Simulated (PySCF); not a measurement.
# Telling isomers of C₆H₇NO apart by NMR

Theoretical values (PySCF): coordinates at the PBE0-D3(BJ)/def2-SVP level, couplings computed with B3LYP/pcJ-1 (spin–dipole term left out of most H,H and C,H couplings), shieldings: GIAO PBE0/pcSseg-1. Rapidly exchanging positions averaged, in vacuum, single conformer, non-relativistic.

References, each an isolated molecule treated in the same way: ¹H (31.27 ppm), ¹³C (184.41 ppm) against TMS. Multiplet labels drop J under 1 Hz and among equivalent protons, and merge close values. Unscaled 3J(H,H) run several per cent high. Shifts are as computed. Against solution values, carbons near 30 ppm lie about +2 ppm off and those near 130 ppm about +5 ppm. Of 1211 compounds with measured shifts, 218 miss one by over three times the rms of a fit or turn the order of signals round; such compounds aren't used in these exercises. OH and NH positions are gas-phase values without hydrogen bonding to other molecules.

(1) Tabulate the signals of `Nc1cccc(O)c1`, `ONc1ccccc1` and their relative energies.

(2) What is the quickest way to tell Nc1cccc(O)c1 from ONc1ccccc1?

## Answers

(1) 
```tsv
SMILES	carbon types	δC	δH	E rel. (kcal/mol)
Nc1cccc(O)c1	2×C 4×CH	163.5, 153.5, 135.7, 108.4, 105.0, 101.9	6.96 (t, 1H), 6.08 (t, 1H), 6.04 (dd, 1H), 5.78 (dd, 1H), 3.63 (br s, 1H), 3.06 (br s, 2H)	0.0
ONc1ccccc1	1×C 5×CH	154.9, 134.6, 124.6, 114.8	7.33 (dd, 2H), 6.91 (t, 1H), 6.88 (d, 2H), 5.79 (br s, 1H), 3.46 (br s, 1H)	39.2
```

Energies are electronic energies at PBE0/pcSseg-1 on these geometries, without zero-point or thermal terms, each for the one conformer computed, which needn't be the lowest.

(2) Count the carbon signals: 6 against 4. The first has an aromatic CH at 101.9 ppm, the second an aromatic CH at 124.6 ppm. Their most deshielded carbons lie at 163.5 and 154.9 ppm.
